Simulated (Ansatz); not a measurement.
A CCSD(T) single point on F2H2MoO3, SMILES `[O]=[Mo]([OH])([OH])([F])[F]`.

```yaml
crystal:
  periodic: [false, false, false]
  atoms:
    - {symbol: O, position_ang: [-1.425687, -0.464781, 1.225327]}
    - {symbol: Mo, position_ang: [-0.363587, 0.268395, 0.198350]}
    - {symbol: O, position_ang: [1.380572, 0.060497, 0.847701]}
    - {symbol: O, position_ang: [-0.095763, -1.144206, -0.998143]}
    - {symbol: F, position_ang: [-1.219451, 1.117535, -1.223633]}
    - {symbol: F, position_ang: [-0.228568, 1.988265, 0.850896]}
    - {symbol: H, position_ang: [1.762344, -0.819521, 0.922051]}
    - {symbol: H, position_ang: [0.282442, -1.063185, -1.878452]}
basis:
  gaussian: {orbitals: def2-SVP}
correlation: {method: ccsd_t}
```

```sh
$ ansatz run in.yaml --threads 4 --pin off --events-out ev --progress --plain --max-ram 10444MiB
```

The program prints (abridged):

```
Functional definition: HF
1073 factors; integrals over basis functions are off by at most 7.3e-4 eV
mean field evaluation 1: about -13371.0104 eV, gradient 8.4e1 eV
mean field evaluation 2: about -13371.2084 eV, gradient 8.4e1 eV
mean field evaluation 4: about -13384.0163 eV, gradient 1.7e1 eV
mean field evaluation 8: about -13384.5807 eV, gradient 1.3e0 eV
mean field evaluation 16: about -13384.5869 eV, gradient 1.3e-6 eV
mean field -13384.58694577 eV, -491.8744978581 hartree, gradient 2.2e-6 eV, S^2 0.000000; 0 other end points of the search recorded, 0 dependent functions left out
5 core orbitals not correlated: weight in the atoms' cores, before any rotation towards them, 1.000 or more for the frozen orbitals, at most 0.000 for the correlated occupied ones
reference -13384.58694577 eV, -491.8744978581 hartree; 24, 24 occupied and 82, 82 virtual orbitals, 1073 factors
second order -38.15209025 eV of doubles, -0.00000000 eV of singles
cycle   1  -33.96145367 eV  change     4.2e0 eV  update   3.3e-1
cycle   2  -36.01236064 eV  change    -2.1e0 eV  update   2.4e-1
cycle   3  -36.34818551 eV  change   -3.4e-1 eV  update   4.5e-2
cycle   4  -36.40033007 eV  change   -5.2e-2 eV  update   2.2e-2
cycle   5  -36.36647944 eV  change    3.4e-2 eV  update   7.0e-3
cycle   6  -36.36577084 eV  change    7.1e-4 eV  update   3.5e-3
cycle   7  -36.36674858 eV  change   -9.8e-4 eV  update   1.6e-3
cycle   8  -36.36595743 eV  change    7.9e-4 eV  update   8.3e-4
cycle   9  -36.36578395 eV  change    1.7e-4 eV  update   3.6e-4
cycle  10  -36.36639357 eV  change   -6.1e-4 eV  update   2.1e-4
cycle  11  -36.36626872 eV  change    1.2e-4 eV  update   9.7e-5
cycle  12  -36.36609348 eV  change    1.8e-4 eV  update   5.2e-5
cycle  13  -36.36619980 eV  change   -1.1e-4 eV  update   2.1e-5
cycle  14  -36.36615519 eV  change    4.5e-5 eV  update   1.3e-5
perturbative correction -1.61995245 eV, -0.0595321547 hartree
Total energy: -13422.57305342 eV, -493.2704615663 hartree
```

Run time 14 s (4 threads of an Intel Xeon Platinum 8259CL on a shared host); peak host memory 0.75 GiB.

MP2 recovers 100.4 % of the CCSD(T) correlation energy and the triples give 4.3 %; T1 = 0.0234.
